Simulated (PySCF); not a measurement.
VO₂Cl, SMILES [O]=[V](=[O])[Cl], multiplicity 1.

Geometry optimised at PBE0-D3(BJ)/def2-SVP. The spin state was assumed, not searched.

The numbers are results of TDDFT-PBE/def2-SVPD run with PySCF, not measurements.

Vertical excitations. Gas-phase values at a fixed geometry. State labels are in the subgroup Cs.

Estimate the UV-visible absorptions. (An estimate is asked for; the answer gives what the named calculation found.)


```csv
state,symmetry,energy (eV),λ (nm),f,main pairs
S1,A",2.48,500,0.000,HOMO→LUMO 100 %
S2,A",3.00,413,0.002,HOMO−1→LUMO 98 %
S3,A',3.24,383,0.009,HOMO−2→LUMO 96 %
S4,A",3.25,381,0.002,HOMO→LUMO+1 97 %
S5,A",3.73,332,0.001,HOMO−1→LUMO+1 99 %
S6,A',3.90,318,0.001,HOMO−3→LUMO 93 %
S7,A',4.15,299,0.009,"HOMO−2→LUMO+1 55 %, HOMO→LUMO+2 35 %"
S8,A',4.26,291,0.012,"HOMO→LUMO+2 58 %, HOMO−2→LUMO+1 23 %"
S9,A',4.35,285,0.006,HOMO−4→LUMO 86 %
S10,A',4.64,267,0.003,"HOMO−1→LUMO+2 68 %, HOMO−3→LUMO+1 26 %"
T1,A",2.36,526,0,HOMO→LUMO 100 %
T2,A",2.88,430,0,HOMO−1→LUMO 98 %
T3,A',3.00,413,0,HOMO−2→LUMO 97 %
T4,A",3.01,412,0,HOMO→LUMO+1 98 %
```
Triplets are in the Tamm–Dancoff approximation, which puts them higher than full response would, so one can lie above its singlet here.
